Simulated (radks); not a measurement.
Species: the rhodium ion Rh+. Configuration: [Ar] 3d10 4p6 4d8 5s2 (not the ground configuration). All-electron calculation, Dirac Kohn-Sham, PBE, spin-unpolarised, spherical densities, point nucleus; open shells fill j = l - 1/2 first. Program: a radial shooting solver on a logarithmic mesh with Libxc functionals.

Normalised radial functions P(r) = r R(r) (large component), r in bohr:

```
   r/bohr * 4d5/2, o 5p1/2 (the largest magnitude, 0.92, reaches the edge; | marks zero, & curves that meet)
 0.002304                             &
 0.003577                             &
 0.005554                             &
 0.008624                             &
  0.01328                             *o
  0.02063                             *o
  0.03203                             * o
  0.04973                             |* o
   0.0766                             |  o*
   0.1189                             | o     *
   0.1847                          o  |            *
   0.2867                        o    |            *
   0.4417                             o *
   0.6858            *                |      o
    1.065  *                          |    o
    1.653        *           o        |
    2.547           o        *        |
    3.954               o           * |
     6.14                        o    *
    9.533                            o*
```

4d5/2: eigenvalue -22.060 eV, 1 radial node at r = 0.463 bohr, <r> = 1.37 bohr, 90 % of the charge inside 2.15 bohr. 5p1/2 (empty): eigenvalue -8.351 eV, 3 radial nodes at r = 0.143, 0.450, 1.26 bohr, <r> = 3.33 bohr, 90 % of the charge inside 4.97 bohr.
